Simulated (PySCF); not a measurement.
Molecule: `C(CCCC)OC`, C$_{6}$H$_{14}$O.

Molfile (atoms numbered from 1):
```
C6H14O
     RDKit          3D

 21 20  0  0  0  0  0  0  0  0999 V2000
   -3.5603   -0.3403    0.2613 C   0  0  0  0  0  0  0  0  0  0  0  0
   -2.3018    0.2672   -0.3363 C   0  0  0  0  0  0  0  0  0  0  0  0
   -1.0196   -0.3829    0.1656 C   0  0  0  0  0  0  0  0  0  0  0  0
    0.2410    0.2217   -0.4312 C   0  0  0  0  0  0  0  0  0  0  0  0
    1.5100   -0.4330    0.0668 C   0  0  0  0  0  0  0  0  0  0  0  0
    2.6107    0.1750   -0.5398 O   0  0  0  0  0  0  0  0  0  0  0  0
    3.8310   -0.3581   -0.1406 C   0  0  0  0  0  0  0  0  0  0  0  0
   -3.6353   -1.4145    0.0269 H   0  0  0  0  0  0  0  0  0  0  0  0
   -3.5684   -0.2437    1.3590 H   0  0  0  0  0  0  0  0  0  0  0  0
   -4.4695    0.1474   -0.1217 H   0  0  0  0  0  0  0  0  0  0  0  0
   -2.3374    0.1910   -1.4373 H   0  0  0  0  0  0  0  0  0  0  0  0
   -2.2686    1.3486   -0.1148 H   0  0  0  0  0  0  0  0  0  0  0  0
   -0.9815   -0.3061    1.2679 H   0  0  0  0  0  0  0  0  0  0  0  0
   -1.0513   -1.4656   -0.0559 H   0  0  0  0  0  0  0  0  0  0  0  0
    0.2189    0.1423   -1.5314 H   0  0  0  0  0  0  0  0  0  0  0  0
    0.2929    1.2999   -0.2030 H   0  0  0  0  0  0  0  0  0  0  0  0
    1.5766   -0.3466    1.1734 H   0  0  0  0  0  0  0  0  0  0  0  0
    1.4922   -1.5218   -0.1584 H   0  0  0  0  0  0  0  0  0  0  0  0
    3.9181   -1.4355   -0.3891 H   0  0  0  0  0  0  0  0  0  0  0  0
    4.6289    0.1848   -0.6669 H   0  0  0  0  0  0  0  0  0  0  0  0
    3.9969   -0.2518    0.9509 H   0  0  0  0  0  0  0  0  0  0  0  0
  1  2  1  0
  2  3  1  0
  3  4  1  0
  4  5  1  0
  5  6  1  0
  6  7  1  0
  1  8  1  0
  1  9  1  0
  1 10  1  0
  2 11  1  0
  2 12  1  0
  3 13  1  0
  3 14  1  0
  4 15  1  0
  4 16  1  0
  5 17  1  0
  5 18  1  0
  7 19  1  0
  7 20  1  0
  7 21  1  0
M  END
```

Geometry PBE0-D3(BJ)/def2-SVP throughout; GIAO in PySCF 2.14.0 with density-fitted response routines, gas phase, one conformer, non-relativistic; equivalent atoms averaged; basis pcSseg-1.

**Question.** How do the absolute shieldings σ depend on the functional? (a selection of nuclei; ppm; last column core-seconds on shared hosts with different chips, so compare them loosely; the GGAs took longer than the global hybrids here, which isn't the general rule, and the cause wasn't traced)

**Answer.** 
```csv
functional,kind,C3,C2,O6,H19/H20/H21,H17/H18,H15/H16,H11/H12,H8/H9/H10,H13/H14,core-s
HF,Hartree–Fock,163.3,166.9,337.0,28.58,28.95,30.31,30.61,30.65,30.98,8.9
PBE,GGA,147.0,151.1,293.9,27.78,28.01,29.67,29.89,30.19,30.17,41
OPBE,GGA,154.4,157.8,298.1,27.91,28.13,29.75,29.96,30.25,30.25,39
KT2,GGA,151.2,154.7,294.9,27.79,28.03,29.67,29.88,30.17,30.18,43
KT3,GGA,150.1,153.2,289.9,27.99,28.23,29.83,30.03,30.31,30.32,38
B97-D,GGA,146.4,150.0,292.9,28.01,28.23,29.88,30.10,30.37,30.38,38
PBE0,global hybrid,153.5,157.5,309.4,27.97,28.24,29.80,30.05,30.27,30.36,27
WP04,global hybrid,140.6,143.9,290.7,28.44,28.63,30.15,30.41,30.61,30.68,29
BHandHLYP,global hybrid,153.4,157.4,316.6,28.21,28.53,30.00,30.26,30.42,30.59,37
LC-wPBE,range-separated hybrid,160.2,164.5,325.2,28.07,28.36,29.90,30.19,30.36,30.50,34
```

**Question.** Which nucleus among those listed moves most, in ppm?

**Answer.** O6 (ether oxygen): from 289.9 ppm with KT3 to 337.0 ppm with HF. The smallest spread is 0.49 ppm, at H8/H9/H10. Proton shifts span only some 12 ppm, so a few tenths of a ppm matter as much there as several ppm in carbon.
